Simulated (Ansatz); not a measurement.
The inner images of a band of B₂H₆SSi (10 atoms, charge 0, multiplicity 1) are given out of order.

All numbers below come from Ansatz, RKS PBE0-D4/cc-pVDZ.

First end point:

```xyz
10
Properties=species:S:1:pos:R:3
B -1.447 1.078 -0.553
B -0.011 0.274 -0.611
Si 0.483 -0.726 1.090
S 1.067 0.204 -2.025
H -1.509 2.221 -0.159
H -2.500 0.523 -0.777
H 1.963 -0.989 1.123
H -0.231 -2.047 1.093
H 0.099 0.007 2.342
H 2.087 -0.545 -1.525
```

Last end point:

```xyz
10
Properties=species:S:1:pos:R:3
B -1.245 0.908 -0.669
B 0.178 0.116 -0.430
Si 0.467 -0.843 1.342
S 1.545 -0.019 -1.566
H -1.390 2.064 -0.340
H -2.215 0.347 -1.132
H 1.819 -1.494 1.412
H -0.582 -1.901 1.530
H 0.345 0.129 2.482
H 1.078 0.693 -2.628
```

Put them in order from the first end to the last, with their energies above the first end.
A.
```xyz
10
Properties=species:S:1:pos:R:3
B -1.106 1.196 -0.748
B -0.106 0.166 -0.021
Si 0.548 -1.094 1.396
S 0.401 -0.071 -1.873
H -0.878 2.340 -1.056
H -2.206 0.735 -0.978
H 2.049 -1.059 1.424
H 0.123 -2.481 1.004
H 0.025 -0.788 2.765
H 1.151 1.056 -1.914
```
B.
```xyz
10
Properties=species:S:1:pos:R:3
B -1.203 1.008 -0.610
B 0.166 0.112 -0.425
Si 0.482 -0.862 1.333
S 1.443 -0.137 -1.645
H -1.225 2.186 -0.330
H -2.246 0.517 -0.981
H 1.933 -1.197 1.531
H -0.304 -2.142 1.313
H 0.013 -0.055 2.509
H 0.941 0.570 -2.695
```
C.
```xyz
10
Properties=species:S:1:pos:R:3
B -1.392 1.160 -0.697
B -0.243 0.096 -0.224
Si 0.575 -0.908 1.317
S 0.443 0.068 -1.929
H -1.190 2.336 -0.484
H -2.299 0.867 -1.441
H 2.076 -0.935 1.236
H 0.089 -2.325 1.180
H 0.175 -0.416 2.677
H 1.767 0.057 -1.635
```
D.
```xyz
10
Properties=species:S:1:pos:R:3
B -1.200 1.170 -0.814
B -0.274 0.096 -0.050
Si 0.566 -1.016 1.388
S 0.268 0.028 -1.902
H -0.941 2.351 -0.787
H -2.212 0.802 -1.367
H 2.064 -0.999 1.292
H 0.094 -2.420 1.135
H 0.154 -0.609 2.770
H 1.479 0.597 -1.665
```
E.
```xyz
10
Properties=species:S:1:pos:R:3
B -1.139 1.210 -0.655
B -0.014 0.134 -0.134
Si 0.535 -1.079 1.385
S 0.877 -0.183 -1.687
H -0.902 2.355 -0.967
H -2.229 0.763 -0.947
H 2.036 -1.073 1.448
H 0.090 -2.481 1.085
H 0.007 -0.686 2.732
H 0.737 1.039 -2.260
```
F.
```xyz
10
Properties=species:S:1:pos:R:3
B -1.475 1.148 -0.629
B -0.140 0.192 -0.416
Si 0.551 -0.813 1.208
S 0.781 0.152 -1.954
H -1.398 2.319 -0.328
H -2.491 0.783 -1.174
H 2.053 -0.885 1.169
H 0.033 -2.224 1.147
H 0.145 -0.243 2.536
H 1.942 -0.428 -1.558
```
G.
```xyz
10
Properties=species:S:1:pos:R:3
B -1.188 1.113 -0.616
B 0.084 0.113 -0.292
Si 0.545 -0.954 1.370
S 1.209 -0.154 -1.662
H -1.071 2.318 -0.632
H -2.263 0.664 -0.949
H 2.034 -1.051 1.536
H 0.007 -2.347 1.200
H -0.032 -0.391 2.636
H 0.675 0.688 -2.590
```

F (+0.11 eV), C (+0.39 eV), D (+0.52 eV), A (+0.61 eV), E (+0.28 eV), G (+0.06 eV), B (0.00 eV).

Time of the run: 6.6 min on 2 threads of Intel(R) Xeon(R) Platinum 8488C (Sapphire Rapids), with other jobs on the host, peak memory 0.21 GiB.
